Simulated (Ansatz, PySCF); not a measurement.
Pair of molecules: CH4O (SMILES CO) (first 6 atoms) with CH3Cl (SMILES CCl); geometry from B3LYP-D3(BJ)/def2-TZVP.
(charge 0, multiplicity 1):
```xyz
11

C     -0.521    -0.457    -0.317
O      0.135     0.733     0.094
H      0.162    -1.150    -0.819
H     -1.298    -0.167    -1.024
H     -0.991    -0.979     0.524
H      0.797     0.497     0.755
C     -0.556     0.982     3.335
Cl     0.923    -0.041     3.205
H     -0.318     1.832     3.966
H     -0.822     1.298     2.331
H     -1.340     0.378     3.780
```

Interaction energies are E(AB) − E(A) − E(B) at the monomers' geometry in the complex; basis-set methods are counterpoise corrected. Rows marked so take none.

Correlated levels freeze the cores. Rows in 3-21G carry no dispersion term and start afresh at each structure.

Codes used: Ansatz (Gaussian basis) for Hartree–Fock, density functionals and correlated methods; PySCF for 3-21G rows, the dispersion terms. Values without a source in brackets are computed.

### Question
Predict the interaction energy from B3LYP/3-21G (no counterpoise).

### Answer
-7.6 kcal/mol

### Question
Give the interaction energy at the level CCSD(T)/aug-cc-pV(D+d)Z.

### Answer
-3.2 kcal/mol

### Question
What is the computed interaction energy (B3LYP-D4/def2-TZVPPD)?

### Answer
-3.9 kcal/mol

Ansatz is a program for electronic structure.
